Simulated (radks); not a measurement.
The numbers below are computed, except where a source is named.
Excited configurations of O VIII: one electron is placed in a higher orbital outside the bare nucleus. The ground configuration is 1s1. Level of theory: scalar-relativistic Kohn-Sham, PBE, spin-polarised, spherical densities, point nucleus; open shells are filled with parallel spins first (a radial shooting solver on a logarithmic mesh with Libxc functionals). Excitation = E - E(ground); binding = E(ion) - E, where the ion is the core of charge +8; n* = 8/sqrt(2 binding) in atomic units. These energies are relativistic, and a one-electron ion of charge +8 with no core already has n* below n in this formula (scalar-relativistic equation, point nucleus: 2s 1.999, 3s 2.999, 3d 3.000, 4d 4.000, 4f 4.000, 5s 4.999, 5d 5.000, 6d 6.000, 6f 6.000, 7f 7.000). The quantum defect is therefore taken as that value minus n*, so that it holds no relativistic shift of the bare ion.

| outer orbital | excitation (eV) | binding (eV) | n* | quantum defect | eigenvalue (eV) | <r> (bohr) |
|---|---|---|---|---|---|---|
| 2s | 650.77 | 219.51 | 1.992 | 0.007 | -208.00 | 0.7436 |
| 3s | 772.17 | 98.109 | 2.979 | 0.020 | -93.181 | 1.668 |
| 3d | 773.36 | 96.917 | 2.997 | 0.002 | -90.253 | 1.310 |
| 4d | 815.10 | 55.177 | 3.973 | 0.027 | -52.009 | 2.600 |
| 4f | 815.56 | 54.718 | 3.989 | 0.011 | -50.879 | 2.239 |
| 5s | 834.65 | 35.622 | 4.944 | 0.054 | -33.945 | 4.618 |
| 5d | 834.73 | 35.545 | 4.949 | 0.050 | -33.684 | 4.256 |
| 6d | 845.48 | 24.798 | 5.926 | 0.074 | -23.576 | 6.278 |
| 6f | 845.52 | 24.751 | 5.931 | 0.068 | -23.430 | 5.917 |

Estimate the row for 7f.

Answer. excitation (eV) 852.01; binding (eV) 18.266; n* 6.905; quantum defect 0.095; eigenvalue (eV) -17.354; <r> (bohr) 8.303. The Delta-SCF ionisation energy is 870.27 eV (NIST Atomic Spectra Database: 871.41 eV, theoretical). Self-interaction in the functional shifts the binding energies and quantum defects, so they are the method's values and not measured ones.
